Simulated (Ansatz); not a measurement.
The dipole moment down a group: F to Br

All atoms of one element are swapped for its congeners: GaHF2 `[F][GaH][F]`; GaHCl2 `[Cl][GaH][Cl]`; GaHBr2 `[Br][GaH][Br]`. All are singlets with charge 0.

Shapes, held fixed at every level: PBE0-D4/def2-TZVP. Programs: Ansatz 0.2.0. Values in D.

```tsv
level	GaHF2	GaHCl2	GaHBr2
PBE-D4/def2-TZVPP	2.37	1.58	1.31
r2SCAN-D4/def2-TZVPP	2.44	1.67	1.41
B3LYP-D4/def2-TZVPP	2.53	1.68	1.41
wB97M-V/def2-TZVPP	2.52	1.72	1.49
```

At wB97M-V/def2-TZVPP the dipole moment falls at every step, from 2.52 to 1.49 D. Every level shows the same order. Relativity is left out for Br, Ga.
